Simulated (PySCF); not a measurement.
**Excitation energy of Ag(2+) by level of theory**

Ag(2+) [Kr] 4d9 (2D) → Ag(2+) [Kr] 4d8 5s1 (4F), as a difference of total energies. Calculation: PySCF 2.14, in aug-cc-pwCVTZ-PP with ECP28MDF; a scalar-relativistic core potential. Correlated levels: valence: 4s2 4p6 frozen; valence and next inner shell: nothing frozen outside the core potential. The calculations carry no spin-orbit coupling.

```csv
method,excitation energy (eV)
UHF,7.225
LDA,7.404
PBE,7.317
PBE0,7.514
r2SCAN,7.165
M06-L,7.953
TPSSh,7.333
BP86,7.305
MP2 (valence),8.114
SCS-MP2 (valence),8.275
MP2 (valence and next inner shell),7.822
SCS-MP2 (valence and next inner shell),7.904
```

Problem. How much does correlation contribute at MP2 (valence and next inner shell)?

Solution. 7.822 − (7.225) = 0.597 eV, measured against UHF.
